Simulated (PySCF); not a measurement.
# Cobalt: a sound run and one with changed settings

Sound run: Co⁺ [Ar] 3d8, Co²⁺ [Ar] 3d7. All numbers are calculated (PySCF 2.14, the spin-free X2C one-electron Hamiltonian (Gaussian nucleus), in x2c-SVPall). In the sound run the correlated levels freeze [Ar]. The sound run starts from symmetry-adapted Hartree-Fock orbitals and uses a fine grid where one is needed.

Changed run: no relativity, point nucleus. This setting is unsound on purpose.

```tsv
species	method	sound run (hartree)	changed run (hartree)	converged
Co⁺	UHF	-1391.33719	-1377.72460	yes
Co⁺	TPSS	-1392.75400	-1379.14283	yes
Co⁺	B3LYP	-1392.75477	-1379.14371	yes
Co⁺	MP2	-1391.52574	-1377.91272	yes
Co²⁺	UHF	-1390.81514	-1377.19982	yes
Co²⁺	TPSS	-1392.11099	-1378.49738	yes
Co²⁺	B3LYP	-1392.10592	-1378.49243	yes
Co²⁺	MP2	-1390.92221	-1377.30685	yes
```

Ionisation energy of Co⁺:

```csv
method,sound run (eV),changed run (eV)
UHF,14.206,14.280
TPSS,17.497,17.564
B3LYP,17.656,17.722
MP2,16.423,16.487
SCS-MP2,16.263,16.328
```

Most of the change in total energy is the relativistic energy itself. On top of that the contraction fixes the core shape for the Hamiltonian it was made with, so the changed run is not a good calculation with the other Hamiltonian either.

For comparison, NIST gives 17.084 eV between the lowest levels.
